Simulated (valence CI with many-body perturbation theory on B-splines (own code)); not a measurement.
## Tc22+: fill in the table

Level of theory: valence CI with perturbative core correlation (CI+MBPT): three valence electrons over a frozen Dirac-Fock core [Ar], a basis of 9 s, 9 p, 10 d, 8 f, 5 g, 3 h, 1 i functions for each j, with the one-electron correlation potential Σ1 (screened to all orders), the two-electron term Σ2, the three-electron term Σ3, Breit, model QED; selected single and double excitations, second order for the rest (own B-spline code, finite nucleus).

No measured levels were compared; by estimate terms of the open shell hold to 2 to 4 % of their energy, and close levels can change places. Only levels of the ground parity were solved; by the run's estimate the other parity begins above the list, which can be wrong where configurations are misplaced.

| Level | E (cm⁻¹) |
| --- | --- |
| 3d³ ⁴F_3/2 | 0.0 |
| 3d³ ⁴F_5/2 | 19975 |
| 3d³ ⁴F_7/2 | 37635 |
| 3d³ ⁴F_9/2 | 51234 |
| 3d³ ⁴P_3/2 | ? |
| 3d³ ⁴P_1/2 | ? |
| 3d³ ²G_7/2 | ? |
| 3d³ ²H_9/2 | ? |
| 3d³ ⁴P_5/2 | ? |
| 3d³ ²D_3/2 [a] | ? |
| 3d³ ²P_1/2 | 116210 |
| 3d³ ²H_11/2 | 125810 |
| 3d³ ²D_5/2 [a] | 134110 |
| 3d³ ²G_9/2 | 138540 |
| 3d³ ²P_3/2 | 155630 |
| 3d³ ²F_7/2 | 168470 |
| 3d³ ²F_5/2 | 169040 |
| 3d³ ²D_5/2 [b] | 252430 |
| 3d³ ²D_3/2 [b] | 252560 |

Names give the largest LS component (configuration and term), which can be under half, so a name can repeat, a term be missing and a line seem to break the LS rules; names also repeat where a configuration has a term twice. Letters in brackets count levels of one name in rising energy.

**Question.** The levels stand in rising order. What does the calculation give for the missing energies?

**Answer.** 3d³ ⁴P_3/2 62351; 3d³ ⁴P_1/2 70173; 3d³ ²G_7/2 88241; 3d³ ²H_9/2 92126; 3d³ ⁴P_5/2 96637; 3d³ ²D_3/2 [a] 108760.
